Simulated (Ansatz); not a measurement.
Ge8BPH16, a doped cluster cut from the lattice of germanium (B and P 4.0 A apart). The state is a singlet with charge 0. Geometry PBE-D4/def2-SVP; atoms count from 1.

```xyz
26

B    -0.4556   -2.1687   -0.7048
Ge    0.1175   -0.0793    2.3973
P    -1.5611    1.3149   -0.7289
Ge    2.1712    0.5500   -0.8663
Ge   -1.9496   -0.9537   -1.4112
Ge   -1.5647    1.5269    1.6251
Ge   -0.4415   -2.2483    1.3649
Ge    1.3820   -1.6899   -1.5320
Ge    2.2122    0.8811    1.5620
Ge    0.4685    2.1499   -1.6058
H    -0.7634   -3.2890   -1.1146
H     0.0433    0.0374    3.9537
H    -2.5962    2.1781   -1.2138
H     3.4848    1.0921   -1.5157
H    -3.4060   -1.0974   -0.8616
H    -2.0932   -0.6951   -2.9462
H    -3.0475    1.2187    1.9828
H    -1.3056    3.0456    1.8545
H    -1.8012   -2.6199    2.0436
H     0.6228   -3.2087    1.9845
H     2.5648   -2.6137   -1.1001
H     1.4331   -1.6300   -3.0945
H     3.4135    0.1022    2.1678
H     2.3713    2.3838    1.9517
H     0.1714    2.2055   -3.1323
H     0.5290    3.6076   -1.0600
```

Single mean-field runs in def2-TZVP are fitted with def2-universal-jkfit.

Estimate the Mulliken populations from the PBE0/def2-TZVP orbitals of Ansatz.


```csv
atom,charge (e)
B1,-0.09
Ge2,-0.12
P3,-0.25
Ge4,-0.12
Ge5,0.04
Ge6,0.06
Ge7,-0.02
Ge8,-0.02
Ge9,-0.01
Ge10,0.06
H11,0.05
H12,0.03
H13,0.11
H14,0.03
H15,0.02
H16,0.02
H17,0.04
H18,0.04
H19,0.00
H20,0.00
H21,0.00
H22,0.00
H23,0.03
H24,0.02
H25,0.04
H26,0.04
```
Mulliken values depend strongly on the basis.

And the Mayer bond orders between heavy atoms (over 0.3)?

B1–Ge5 0.81 (2.05 Å); B1–Ge7 0.81 (2.07 Å); B1–Ge8 0.81 (2.07 Å); Ge2–Ge6 0.86 (2.45 Å); Ge2–Ge7 0.86 (2.47 Å); Ge2–Ge9 0.86 (2.45 Å); P3–Ge5 0.76 (2.40 Å); P3–Ge6 0.83 (2.36 Å); P3–Ge10 0.83 (2.36 Å); Ge4–Ge8 0.86 (2.47 Å); Ge4–Ge9 0.86 (2.45 Å); Ge4–Ge10 0.86 (2.45 Å).
